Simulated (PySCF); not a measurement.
Excitations are Tamm–Dancoff values on a coarser integration grid. The basis has no diffuse functions, so Rydberg states are missing or too high.

## C9H7NSSi, SMILES `N#Cc1cc([SiH3])cc2ccsc12` (charge 0, multiplicity 1)

All values below come from PBE-D3(BJ)/def2-TZVP // PBE-D3(BJ)/def2-SVP run with PySCF.

The HOMO is -6.06 eV, the dipole moment comes out as 4.76 D and the HOMO–LUMO gap is 3.26 eV. The LUMO is -2.80 eV. The S1 excitation (TDA) is 3.76 eV and the S1 oscillator strength is 0.037. The T1 excitation (TDA) comes out as 2.92 eV. The S1–T1 gap (TDA) is 0.84 eV and the vertical ionisation energy (Delta-SCF) is 8.33 eV. The total energy is -1088.9623 Ha. The cost is roughly 13 core-minutes.

```xyz
19

N      0.4068     4.2482    -0.2056
C      0.2660     3.0835    -0.1496
C      0.1081     1.6621    -0.0810
C     -1.1709     1.0725    -0.0829
C     -1.3433    -0.3336    -0.0148
Si    -3.0797    -1.0816    -0.0315
C     -0.2080    -1.1591     0.0577
C      1.0934    -0.6062     0.0619
C      2.3728    -1.2663     0.1291
C      3.4209    -0.3811     0.1108
S      2.9176     1.2891     0.0091
C      1.2406     0.8115    -0.0084
H     -2.0435     1.7409    -0.1384
H     -3.9185    -0.4921     1.0698
H     -3.7678    -0.8024    -1.3407
H     -2.9647    -2.5680     0.1621
H     -0.3195    -2.2536     0.1134
H      2.4960    -2.3560     0.1889
H      4.4938    -0.6077     0.1503
```
